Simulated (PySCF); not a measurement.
Vertical excitations of a molecule C₂H₆BNO from TDA-B3LYP/def2-SVPD in PySCF 2.14.0, as energy in eV (oscillator strength): 6.43 (0.020), 7.37 (0.000), 7.39 (0.037), 7.86 (0.000), 8.00 (0.010), 8.08 (0.023), 8.08 (0.078), 8.18 (0.038), 8.20 (0.004), 8.25 (0.017). Lowest triplet (TDA): 6.24 eV. The structure is a stationary point at PBE0-D3(BJ)/def2-SVP. Other conformers were not sampled.

**Question.** Pick the molecule that these values belong to.
(A) C=CB(N)O
(B) BO.CC#N
(C) NB1COC1
(D) NB1CCO1

**Answer.** D, NB1CCO1
